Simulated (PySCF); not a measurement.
`F[C@H]1[CH2][GeH2][C@H](F)C1`, C4H8F2Ge

Geometry:
```tsv
atom	x (Å)	y (Å)	z (Å)
F1	0.117	0.086	-1.942
C2	0.857	-0.392	-0.861
C3	1.221	0.824	-0.026
Ge4	-0.594	1.377	0.551
C5	-1.260	-0.508	0.405
F6	-1.679	-0.963	1.647
C7	-0.056	-1.320	-0.072
H8	1.718	-0.917	-1.288
H9	1.858	0.532	0.806
H10	1.754	1.552	-0.632
H11	-0.697	1.915	1.948
H12	-1.258	2.317	-0.409
H13	-2.116	-0.633	-0.262
H14	-0.358	-2.169	-0.685
H15	0.488	-1.692	0.797
```

The calculation used TDDFT B3LYP/def2-SVPD circular dichroism and optical rotation, one conformer, gas phase (PySCF). Geometry: GFN2-xTB.

The calculation is non-relativistic, which matters for the atoms heavier than Zn. States above about 7.7 eV (minus the energy of the highest occupied orbital) lie near or above the ionisation threshold and depend on the basis.

Stereocentres: C2 R, C5 S.

(1) Give the optical rotatory dispersion at 633, 589.3, 546, 436, 405, 365, 355 nm.

(2) And for the mirror image at 589.3 nm?

(3) What is the molar rotation [Φ] = [α]·M/100 of the geometry above at 589.3 nm?

## Answers

(1) [α] in deg dm⁻¹ (g/mL)⁻¹:
```csv
λ (nm),origin-invariant length gauge,modified velocity gauge,length gauge (centre of mass),isotropic polarisability (au)
633,-17.4,-19.9,-17.8,78.1
589.3,-20.5,-23.4,-20.9,78.4
546,-24.4,-27.9,-24.9,78.8
436,-42.2,-48.4,-43.0,80.3
405,-51.2,-58.8,-52.2,81.0
365,-68.4,-78.7,-69.8,82.2
355,-74.2,-85.5,-75.7,82.6
```

(2) +20.5 deg dm⁻¹ (g/mL)⁻¹ (origin-invariant length gauge): the same size and the opposite sign.

(3) With M = 166.74 g/mol, -34.2 deg cm² dmol⁻¹ (origin-invariant length gauge).

The first excitation lies at 6.90 eV (180 nm) with R = -16.0 × 10⁻⁴⁰ esu² cm² (velocity form).
